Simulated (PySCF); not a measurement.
C4H5F2O2: g tensor and hyperfine couplings

Compound: C4H5F2O2 (doublet state).
Z-matrix (Å and degrees, GFN2-xTB geometry), rows numbered from 1:
```
C 
C   1  1.4825
O   2  1.3940  1  118.08
C   3  1.3691  2  108.65  1  -158.63
F   4  1.3666  3  110.82  2  -105.94
C   4  1.5603  3  104.90  2    12.42
F   6  1.3665  4  109.79  3  -119.33
O   6  1.3693  4  104.92  3    -0.24
H   1  1.0860  2  108.92  3  -173.95
H   1  1.0859  2  108.89  3   -54.17
H   1  1.0957  2  111.94  3    65.88
H   4  1.0978  3  110.88  2   136.27
H   6  1.0979  4  114.20  3   121.30
```

As a line formula: `C[C]1O[C@@H](F)[C@@H](F)O1` [radical].

Computed with PySCF 2.14.0, UKS B3LYP, pcH-1 on C F H O, non-relativistic, mean-field spin-orbit, GIAO. Geometry: GFN2-xTB, one conformer, isolated molecule. A GFN2-xTB geometry isn't a minimum of the functional, and hyperfine couplings can be far from their values at a DFT geometry. The SCF solution wasn't tested for stability.

```json
{
  "g1, g2, g3": "2.00192, 2.00352, 2.00366",
  "g_iso": "2.00303",
  "Form of g": "close to axial: the two nearest values differ by 8 % of g3 − g1",
  "⟨S²⟩": "0.7526 (exact 0.7500)",
  "α and β electrons": "32, 31",
  "HOMO–LUMO gap, α and β orbitals": "6.10, 7.96 eV",
  "Basis functions": "250"
}
```

Hyperfine couplings atom by atom, in MHz; T1 to T3 are the principal values of the dipolar part:

```
atom  isotope  a_iso     T1     T2     T3  Mulliken spin population
  C1      13C   24.0   -4.0   -3.1    7.0                     -0.05
  C2      13C  306.6  -77.2  -76.4  153.6                      0.82
  O3      17O  -23.4  -40.4   19.0   21.3                      0.06
  C4      13C   -1.9   -1.5   -1.0    2.5                      0.01
  F5      19F   39.7  -14.1   -9.4   23.5                      0.00
  C6      13C   -1.9   -1.5   -1.0    2.5                      0.01
  F7      19F   40.3  -14.1   -9.4   23.5                      0.00
  O8      17O  -23.6  -40.7   19.2   21.5                      0.06
  H9       1H   15.4   -6.3   -5.0   11.3                      0.00
 H10       1H   18.0   -6.4   -5.0   11.4                      0.00
 H11       1H  110.2   -4.7   -2.7    7.4                      0.08
 H12       1H    6.4   -2.6   -2.0    4.5                      0.00
 H13       1H    6.6   -2.6   -2.0    4.5                      0.00
```

The Mulliken spin populations are largest on C2 (+0.82), H11 (+0.08), O8 (+0.06) and O3 (+0.06). No atom but C2 exceeds +0.15. The angles at C2 add up to 344.8°, so it is pyramidal.

Under fast tumbling the dipolar parts average out, and these isotropic splittings remain: 3 × 1H (H9/H10/H11, I = 1/2, 4 lines) with 1.71 mT, 2 × 19F (F5/F7, I = 1/2, 3 lines) with 1.43 mT and 2 × 1H (H12/H13, I = 1/2, 3 lines) with 0.23 mT.

Class means assume fast exchange of nuclei equivalent by connectivity; if that motion is slow, each nucleus keeps its own coupling. The three 1H nuclei of mean +47.9 MHz run from 15.4 to 110.2 MHz in the frozen geometry.

The 17O coupling of O3/O8 (mean -23.5 MHz) shows only in satellite lines or after enrichment, since that isotope makes up about 0.038 % of natural oxygen.

The 13C coupling of C2 (306.6 MHz) shows only in satellite lines or after enrichment, since that isotope makes up about 1.07 % of natural carbon.

Examples of negative spin density at the nucleus (bohr⁻³): C4/C6 (-0.0017).
